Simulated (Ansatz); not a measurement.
This singlet lies 1.09 eV below the relaxed triplet at the level frozen-core CCSD(T)/cc-pVTZ // B3LYP-D3(BJ)/def2-TZVP (Ansatz, a program for electronic structure).

Species: H3ClGeSi, SMILES `[SiH3][Ge][Cl]` (lower singlet) (charge 0, multiplicity 1).

Task: Give a relaxed geometry from B3LYP-D3(BJ)/def2-TZVP in Ansatz.

Result: the end point of this relaxation (outside a Z-matrix the atoms follow the SMILES, hydrogens last).
Cartesian coordinates (Å) in one orientation:
```xyz
6

Si    -0.700    -0.005    -0.053
Ge     1.564     0.009    -1.116
Cl     2.705    -0.064     0.780
H     -0.694    -0.097     1.426
H     -1.414     1.238    -0.461
H     -1.474    -1.149    -0.609
```
